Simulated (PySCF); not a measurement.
An element was calculated at PBE (PySCF 2.14, spin-free X2C, a quadruple-zeta basis, no spin-orbit coupling), in the ground configurations that NIST lists.

| Quantity | Value |
| --- | --- |
| first ionisation energy | 12.330 eV |
| second ionisation energy | 21.065 eV |
| third ionisation energy | 30.509 eV |

Which element is it?

Xenon (Xe, Z = 54), in x2c-QZVPPall. NIST lists 12.130, 20.975, 31.05 ± 0.04 eV for these ionisation energies.
